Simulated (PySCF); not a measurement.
# LiBr: script and output

Input:

```python
from pyscf import gto, scf

mol = gto.M(
    atom='Li 0 0 0; Br 0 0 2.344',
    basis='def2-svpd',
    charge=0,
    spin=0,
    verbose=4,
)
mf = scf.RHF(mol)
field = -0.01  # electric field along z, atomic units
h = mf.get_hcore() + field*mol.intor('int1e_r')[2]
mf.get_hcore = lambda *args: h
e_nuc = mol.energy_nuc() - field*mol.atom_charges() @ mol.atom_coords()[:, 2]
mf.energy_nuc = lambda *args: e_nuc
mf.kernel()
mf.analyze()
print('orbital energies (hartree):', mf.mo_energy[..., max(0, mol.nelec[1]-3):mol.nelec[0]+3].round(4))
```

```bash
$ OMP_NUM_THREADS=1 python input.py
```

It prints (some set-up lines removed):

```
PySCF version 2.14.0

[INPUT] Symbol           X                Y                Z      unit          X                Y                Z       unit  Magmom
[INPUT]  1 Li     0.000000000000   0.000000000000   0.000000000000 AA    0.000000000000   0.000000000000   0.000000000000 Bohr   0.0
[INPUT]  2 Br     0.000000000000   0.000000000000   2.344000000000 AA    0.000000000000   0.000000000000   4.429518035981 Bohr   0.0

nuclear repulsion = 23.7046105574232
number of shells = 21
number of NR pGTOs = 102
number of NR cGTOs = 53
basis = def2-svpd
ecp = {}

******** <class 'pyscf.scf.hf.RHF'> ********
method = RHF
initial guess = minao
damping factor = 0
level_shift factor = 0
DIIS = <class 'pyscf.scf.diis.CDIIS'>
SCF conv_tol = 1e-09
SCF max_cycles = 50
Initial guess from minao.
init E= -2578.34127353443
  HOMO = -0.454462867679768  LUMO = -0.0499282749964785  gap/eV = 11.00795
cycle= 1 E= -2579.64735782233  delta_E= -1.31  |g|= 0.225  |ddm|= 1.09
  HOMO = -0.340767723012345  LUMO = -0.00873016987989317  gap/eV = 9.03520
cycle= 2 E= -2579.66639857542  delta_E= -0.019  |g|= 0.121  |ddm|= 0.516
  HOMO = -0.3786526835878  LUMO = -0.00506396859006841  gap/eV = 10.16587
cycle= 3 E= -2579.66845733034  delta_E= -0.00206  |g|= 0.0162  |ddm|= 0.122
  HOMO = -0.384813077457057  LUMO = -0.00413911981102899  gap/eV = 10.35867
cycle= 4 E= -2579.66852839286  delta_E= -7.11e-05  |g|= 0.00319  |ddm|= 0.0202
  HOMO = -0.385005272050628  LUMO = -0.00396912329968391  gap/eV = 10.36852
cycle= 5 E= -2579.66853967292  delta_E= -1.13e-05  |g|= 0.000716  |ddm|= 0.0104
  HOMO = -0.384854790867642  LUMO = -0.0039251333835475  gap/eV = 10.36562
cycle= 6 E= -2579.66854035161  delta_E= -6.79e-07  |g|= 0.000213  |ddm|= 0.00292
  HOMO = -0.384845125365731  LUMO = -0.0039449430183609  gap/eV = 10.36482
cycle= 7 E= -2579.66854040164  delta_E= -5e-08  |g|= 4.52e-05  |ddm|= 0.000855
  HOMO = -0.384836310498543  LUMO = -0.00394753609624399  gap/eV = 10.36451
cycle= 8 E= -2579.66854040367  delta_E= -2.03e-09  |g|= 6.32e-06  |ddm|= 0.000182
  HOMO = -0.384837279455085  LUMO = -0.00394788049374384  gap/eV = 10.36453
cycle= 9 E= -2579.66854040371  delta_E= -3.37e-11  |g|= 1.03e-06  |ddm|= 2.39e-05
  HOMO = -0.38483734497956  LUMO = -0.00394786219479482  gap/eV = 10.36453
Extra cycle  E= -2579.66854040371  delta_E= -9.09e-13  |g|= 4.43e-07  |ddm|= 1.93e-06
converged SCF energy = -2579.66854040371
**** SCF Summaries ****
Total Energy =                       -2579.668540403706174
Nuclear Repulsion Energy =              25.254941870016385
One-electron Energy =                -3644.537805090988968
Two-electron Energy =                 1039.614322817266611
Two-electron Coulomb Energy =         1131.137336189426833
DFT Exchange-Correlation Energy =      -91.523013372160221
HOMO-LUMO gap [eV] =                    10.364530747014388
**** MO energy ****
[8 lines left out]
MO #9   energy= -7.38986499823887  occ= 2
MO #10  energy= -3.13282329070345  occ= 2
MO #11  energy= -3.13221889949914  occ= 2
MO #12  energy= -3.13221889949912  occ= 2
MO #13  energy= -3.1306966727022   occ= 2
MO #14  energy= -3.13069667270217  occ= 2
MO #15  energy= -2.52772334382798  occ= 2
MO #16  energy= -0.939263730046785 occ= 2
MO #17  energy= -0.41359793122722  occ= 2
MO #18  energy= -0.384837344979568 occ= 2
MO #19  energy= -0.38483734497956  occ= 2
MO #20  energy= -0.00394786219479482 occ= 0
MO #21  energy= 0.0262995640342458 occ= 0
MO #22  energy= 0.0424523242889028 occ= 0
[31 lines left out]
 ** Mulliken pop on meta-lowdin orthogonal AOs  **
 ** Mulliken pop  **
pop of  0 Li 1s           1.99964
pop of  0 Li 2s           0.10570
pop of  0 Li 3s           0.00101
pop of  0 Li 2px          0.00379
pop of  0 Li 2py          0.00379
pop of  0 Li 2pz          0.00606
pop of  0 Li 3px          0.00104
pop of  0 Li 3py          0.00104
pop of  0 Li 3pz          0.00699
pop of  0 Li 4px          0.00018
pop of  0 Li 4py          0.00018
pop of  0 Li 4pz          0.00004
[41 lines left out]
 ** Mulliken atomic charges  **
charge of    0Li =      0.87054
charge of    1Br =     -0.87054
Dipole moment(X, Y, Z, Debye): -0.00000,  0.00000, -9.16904
orbital energies (hartree): [-0.4136 -0.3848 -0.3848 -0.0039  0.0263  0.0425]
```

In short: E(SCF) = -2579.668540 Eh, 9 cycles, μz(SCF) = -9.17 D.

Run time: 1 s on 1 thread of AMD EPYC 7B13 (shared host).

Stability towards an unrestricted solution was not tested. The bond length is a typed value, not an optimised one.
